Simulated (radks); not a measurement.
Values are calculated unless marked as measured or tabulated.
Problem. Fe VI, configuration [He] 2s2 2p5 3s2 3p6 3d4 (not the ground configuration). Code: a radial shooting solver on a logarithmic mesh with Libxc functionals. Model: scalar-relativistic Kohn-Sham, r2SCAN, spin-polarised, spherical densities, finite nucleus; open shells are filled with parallel spins first; meta-GGA in the generalised Kohn-Sham scheme; Fermi nuclear charge, rms radius 3.7377 fm. Some entries of the table are withheld. Estimate them.

| orbital | occ. | eigenvalue (eV) | <r> (bohr) | <r^2> (bohr^2) |
|---|---|---|---|---|
| 1s up | 1 | -7183.874 | 0.05845 | 0.004595 |
| 1s down | 1 | -7178.420 | 0.05840 | 0.004587 |
| 2s up | 1 | -958.4939 | 0.2631 | 0.08168 |
| 2s down | 1 | -945.9789 | 0.2629 | 0.08156 |
| 2p up | 3 | -840.3007 | (1) | 0.06558 |
| 2p down | 2 | -826.9332 | (2) | 0.06558 |
| 3s up | 1 | -187.7798 | 0.7641 | 0.6693 |
| 3s down | 1 | -179.9479 | 0.7727 | 0.6848 |
| 3p up | 3 | -151.6098 | 0.7845 | (3) |
| 3p down | 3 | -143.5508 | 0.7968 | (4) |
| 3d up | 4 | -93.5225 | 0.8115 | 0.7987 |
| 3d down | 0 | -84.9840 | 0.8382 | 0.8553 |

Solution. 
(1) 2p up <r> (bohr): 0.2313
(2) 2p down <r> (bohr): 0.2313
(3) 3p up <r^2> (bohr^2): 0.7167
(4) 3p down <r^2> (bohr^2): 0.7396
